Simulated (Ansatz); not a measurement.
Cost and result for the atomization energy of `I[B]1[S][GeH2]1` (6 atoms, 6 bonds).

The species carries charge 0 and has multiplicity 1. Correlated methods include outer-core shells of Ge, I, which these sets cover unevenly. Scalar relativity is left out up to krypton. I: def2 effective core potential. All single points use the PBE0-D4/def2-TZVP geometry. Program: Ansatz. All runs use 4 threads of a server CPU on a shared host. Times are those of one run each, without the atoms' runs, and a repeat can differ threefold. Electronic energies, without spin–orbit coupling; frozen cores. CCSD(T)/CBS adds CCSD(T) − MP2 in def2-TZVPP to the MP2 limit, and its time is that of the two runs behind it. T1 = 0.013. With those shells the extrapolation isn't a true limit.

CCSD(T)/CBS is a level of theory with its own doubt, some kJ/mol a heavy atom from the limit and from the frozen cores, so smaller differences don't rank the functionals.

| level | functions | atomization (kcal/mol) | difference from CCSD(T)/CBS | per bond |
| --- | --- | --- | --- | --- |
| r2SCANh-D4/def2-TZVPP | 199 | 416.4 | 3.1 | 0.5 |
| LDA (SPW92)/def2-TZVPP | 199 | 485.3 | 72.0 | 12.0 |
| ωB97M-V/def2-TZVPP (with forces) | 199 | 408.3 | -5.0 | -0.8 |
| PBE-D4/def2-TZVPP (with forces) | 199 | 424.8 | 11.5 | 1.9 |
| B97M-V/def2-TZVPP | 199 | 422.6 | 9.3 | 1.6 |
| CAM-B3LYP-D4/def2-TZVPP | 199 | 403.6 | -9.7 | -1.6 |
| MP2/def2-QZVPP | 358 | 421.6 | 8.3 | 1.4 |
| PBE-QIDH/def2-TZVPP | 199 | 414.7 | 1.4 | 0.2 |
| BHLYP-D4/def2-TZVPP | 199 | 393.5 | -19.8 | -3.3 |
| BLYP-D4/def2-TZVPP | 199 | 405.2 | -8.1 | -1.4 |
| CCSD(T)/CBS(def2) | – | 413.3 | 0.0 | 0.0 |
| CCSD(T)/def2-TZVPP | 199 | 400.7 | -12.6 | -2.1 |
| CCSD(T)/def2-SVP | 100 | 381.2 | -32.1 | -5.3 |

Q: Order the runs by time, with rough figures. (An estimate is asked.)

A: The calculation gave: LDA (SPW92)/def2-TZVPP 1.1 s; BLYP-D4/def2-TZVPP 1.8 s; PBE-D4/def2-TZVPP (with forces) 2 s; BHLYP-D4/def2-TZVPP 3 s; CAM-B3LYP-D4/def2-TZVPP 3.3 s; r2SCANh-D4/def2-TZVPP 4.9 s; PBE-QIDH/def2-TZVPP 5 s; CCSD(T)/def2-SVP 5 s; B97M-V/def2-TZVPP 8.1 s; ωB97M-V/def2-TZVPP (with forces) 11 s; MP2/def2-QZVPP 15 s; CCSD(T)/def2-TZVPP 100 s; CCSD(T)/CBS(def2) 120 s.

The D4 term adds +8.0 kcal/mol with B3LYP and +4.1 kcal/mol with PBE0; it sums over pairs of atoms, weighted by their polarisabilities, and B3LYP, whose exchange is more repulsive, gets the larger term. From BLYP to BHLYP (50 % exact exchange), in def2-TZVPP and without D4, the atomization energy moves by −9.0 kcal/mol: exact exchange takes away binding that semilocal exchange gives to molecules. In def2-TZVPP, CCSD(T) changes the Hartree–Fock value by +119.9 kcal/mol (the triples alone add +12.5 kcal/mol) and MP2 by +133.8 kcal/mol; breaking electron pairs costs correlation energy, which Hartree–Fock lacks.

B3LYP here is the variant with VWN-RPA as its local correlation; programs differ in this.

Spin–orbit coupling would lower the free I atoms strongly, and the atomization energy with them, by more than many differences here. For some Ge, Se and Sn compounds the MP2-based and the directly extrapolated limit differ by 10 to 25 kJ/mol.
